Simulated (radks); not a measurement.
Results of a calculation; reference values are marked as such.
Problem. Ionisation of the molybdenum ion Mo+, [Kr] 4d5, to Mo2+, [Kr] 4d4, under several functionals. Scalar-relativistic Kohn-Sham, spin-polarised, spherical densities, finite nucleus; open shells are filled with parallel spins first (spin-orbit coupling, left out, can overturn this in heavy ions); a radial shooting solver on a logarithmic mesh with Libxc functionals. The NIST Atomic Spectra Database gives 16.2 eV (semi-empirical). Rank these functionals by the error of their Delta-SCF ionisation energy: B86b exchange with PBE correlation; SCAN; AM05; SOGGA; BP86; MS2 meta-GGA; RPBE; r2SCAN.

Solution. From best to worst: SOGGA 16.458 eV (+0.298); RPBE 16.484 eV (+0.324); MS2 meta-GGA 16.492 eV (+0.332); AM05 16.495 eV (+0.335); B86b exchange with PBE correlation 16.557 eV (+0.397); BP86 16.586 eV (+0.426); SCAN 16.680 eV (+0.520); r2SCAN 16.710 eV (+0.550). Open shells are spherical and high-spin; term and fine-structure splittings are not resolved.
